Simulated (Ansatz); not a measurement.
CH6OSSi2 can be A, `O[Si]1(S)C[SiH2]1`, or B, `SC1O[SiH2][SiH2]1`.

Isolated molecules relaxed with PBE0-D4/def2-TZVP in Ansatz; ΔE leaves out vibrations. CCSD(T)/CBS adds triple-zeta CCSD(T) − MP2 to the extrapolated MP2 energy (def2 sets, frozen cores). Functionals use def2-TZVPP. B3LYP here is the variant with VWN-RPA as its local correlation; programs differ in this. One conformer a species, not always the lowest.

Which is lower in electronic energy at CCSD(T)/CBS, and by how much? (An estimate is asked.)

Computed: A, by 139.9 kJ/mol.

Give E(B) − E(A) in kJ/mol with CCSD(T)/def2-TZVPP, ωB97M-V, CCSD/def2-TZVPP, r2SCAN-D4, B3LYP-D4, B2PLYP, HF/def2-TZVPP. (An estimate is asked.)

Ansatz gave: CCSD(T)/def2-TZVPP 136.6, ωB97M-V 139.1, CCSD/def2-TZVPP 136.2, r2SCAN-D4 149.1, B3LYP-D4 133.2, B2PLYP 137.9, HF/def2-TZVPP 127.3. None reverses the order clearly.

Largest T1 diagnostic: 0.014.

In def2-TZVPP, CCSD(T) changes the Hartree–Fock value by +9.3 kJ/mol (the triples alone add +0.4 kJ/mol) and MP2 by +18.8 kJ/mol.
